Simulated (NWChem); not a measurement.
# Correlation energy of As (-1)

```xyz
1

As     0.0000     0.0000     0.0000
```
Charge -1, spin multiplicity 3.

All runs are NWChem calculations.

Basis set: def2-SVPD. Each correlation energy counts from its own Hartree-Fock reference.

```json
[
 {"method": "UMP2", "correlation energy (mHa)": "-198.3"},
 {"method": "SCS-UMP2", "correlation energy (mHa)": "-181.5"},
 {"method": "CCSD on UHF", "correlation energy (mHa)": "-205.0"},
 {"method": "CCSD[T] on UHF", "correlation energy (mHa)": "-210.2"},
 {"method": "CCSD(T) on UHF", "correlation energy (mHa)": "-209.7"},
 {"method": "CCSD on ROHF", "correlation energy (mHa)": "-208.7"},
 {"method": "CCSD[T] on ROHF", "correlation energy (mHa)": "-214.1"},
 {"method": "CCSD(T) on ROHF", "correlation energy (mHa)": "-213.7"},
 {"method": "CCSDT on ROHF", "correlation energy (mHa)": "-213.8"}
]
```

The values span 32.5 mHa, from CCSD[T] on ROHF (lowest) to SCS-UMP2 (highest). 

The Hamiltonian is non-relativistic. The correlated methods keep 9 core orbitals frozen. The stability of the SCF solutions was not checked. Open-shell Hartree-Fock references start from PBE0 orbitals. Coupled-cluster values serve here as a point of comparison, not as the truth.
